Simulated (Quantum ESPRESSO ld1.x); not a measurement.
Q: All-electron atom: Al+ in [He] 2s2 2p5.5 3s2 4f0.5 (fractional occupations, a model configuration). Calculated with ld1.x of Quantum ESPRESSO 7.5: Dirac Kohn-Sham, PW91, spin-unpolarised, spherical densities, point nucleus; open shells are shared between the two j in proportion to 2j + 1. Some entries of the table are withheld. Estimate them.

| orbital | occ. | eigenvalue (eV) | <r^2> (bohr^2) | <r> (bohr) |
|---|---|---|---|---|
| 1s1/2 | 2 | -1537.65 | 0.01945 | 0.1202 |
| 2s1/2 | 2 | -129.472 | 0.4545 | 0.6165 |
| 2p1/2 | 1.83333 | -91.7026 | (1) | (2) |
| 2p3/2 | 3.66667 | -91.2386 | (3) | (4) |
| 3s1/2 | 2 | -19.4250 | 5.484 | (5) |
| 3p1/2 | 0 | -12.8936 | 7.641 | 2.561 |
| 3p3/2 | 0 | -12.8606 | 7.672 | 2.566 |
| 4s1/2 | 0 | -5.6766 | 37.00 | 5.716 |
| 3d3/2 | 0 | -5.4166 | 18.81 | 3.954 |
| 3d5/2 | 0 | -5.4160 | 18.81 | 3.954 |
| 4f5/2 | 0.214286 | -2.0407 | (6) | (7) |
| 4f7/2 | 0.285714 | -2.0407 | (8) | (9) |
| 5f5/2 | 0 | -1.0438 | 327.9 | (10) |
| 5f7/2 | 0 | -1.0438 | 327.9 | (11) |

A: 
(1) 2p1/2 <r^2> (bohr^2): 0.4329
(2) 2p1/2 <r> (bohr): 0.5852
(3) 2p3/2 <r^2> (bohr^2): 0.4358
(4) 2p3/2 <r> (bohr): 0.5873
(5) 3s1/2 <r> (bohr): 2.184
(6) 4f5/2 <r^2> (bohr^2): 118.0
(7) 4f5/2 <r> (bohr): 10.32
(8) 4f7/2 <r^2> (bohr^2): 118.0
(9) 4f7/2 <r> (bohr): 10.32
(10) 5f5/2 <r> (bohr): 16.96
(11) 5f7/2 <r> (bohr): 16.96
